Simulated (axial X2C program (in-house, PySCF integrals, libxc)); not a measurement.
# Potential curves of FeB⁺, two-component

Calculated with an in-house all-electron X2C program for linear molecules (integrals from PySCF). Two-component (2c) means X2C with spin–orbit coupling and atomic mean-field two-electron Coulomb and Gaunt terms. Basis: Fe dyall-cv3z [9s10p6d3f2g], B dyall-v3z [7s6p2d1f] (cores contracted in-house); Gaussian nuclei, density fitting, unrestricted open shells. Masses: Fe 55.935 u, B 11.009 u.

State: Ω = 1 (⟨Sz⟩ = 1.00, ⟨Lz⟩ = 0.00 at r2SCAN0). Energies in eV from the lowest point of each curve. Fits are polynomials in 1 − R0/R over 0.85 to 1.23 times the lowest point R0.

```csv
R (Å),r2SCAN0,PBE0
1.5564,0.5340,0.3376
1.6280,0.2779,0.1475
1.6817,0.1446,0.0646
1.7353,0.0550,0.0170
1.7890,0.0074,0.0000
1.8516,0.0000,0.0166
1.9142,0.0366,0.0683
1.9947,0.1338,0.1768
2.0931,0.3051,0.3545
2.2363,0.6065,0.6578
```

Occupations by symmetry block were frozen at the best pattern of an incomplete PBE0 search. Density functionals use the spin component along the axis (collinear). PBE0 can misorder states that lie within some tenths of an eV, so this need not be the ground state of the molecule. The nearest other 2c determinant of the search, Ω = 2, lies 0.14 eV up at the distance of the search. With several unpaired electrons one determinant need not be a pure state. Open-shell Ω = 0 determinants with evenly filled partner blocks cannot be reached by this program, so the Ω shown need not be the lowest component. The determinant is spin-polarised beyond a pure state at some levels (its spin-free form has ⟨S²⟩ too high), which makes Re and μ there less reliable.

Q: What are Re and ωe at the r2SCAN0 level?

A: At r2SCAN0, 2c: Re = 1.830 Å, ωe ≈ 596 cm⁻¹; Be follows as 0.547 cm⁻¹.

Q: Fit the PBE0 curve near its minimum: give the equilibrium distance and the harmonic wavenumber.

A: At PBE0, 2c: Re = 1.793 Å, ωe ≈ 543 cm⁻¹; Be follows as 0.57 cm⁻¹.
